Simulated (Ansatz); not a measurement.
The cluster Mo₂O₂⁺, relaxed as a doublet with UKS PBE0-D4/def2-TZVP in Ansatz, starting from the GFN2-xTB geometry. Force threshold 0.02 eV/Å.

In the def2 sets Mo takes a core potential; there is no spin–orbit coupling. The charge 1 doublet is spin-contaminated (final ⟨S²⟩ up to 2.89, 0.75 for a pure state). The relaxation made no stability test and no search for a lower SCF solution. No other spin state of charge 1 was run. Another isomer (doublet) lies 1.02 eV lower at PBE0-D4/def2-TZVP; other spin states weren't run for this one.

Start:

```xyz
4

Mo    0.5563    0.4488    0.3136
Mo   -1.2551   -1.2404   -0.6459
O     0.6042    2.0161   -0.0922
O     0.0946   -1.2245    0.4245
```

Estimate the energy that the relaxation releases and the steps that it takes.

137.4 kJ/mol, in 13 steps; 52 s on 4 threads of Arm Neoverse V2 on a shared host. No frequencies were taken in this run, so the end may be a saddle point.

Does the start keep its bonding?

By distances, no bond broke or formed. The bond that changes most is Mo1–O4, from 1.74 to 2.01 Å (atoms count from 1).

Predict the relaxed structure.


```xyz
4

Mo    0.838    0.416    0.111
Mo   -1.145   -1.113   -0.757
O     0.365    1.993    0.001
O    -0.058   -1.296    0.645
```
Bond lengths (bridged metal pairs left out): 3 × Mo–O 1.65 to 2.01 Å.
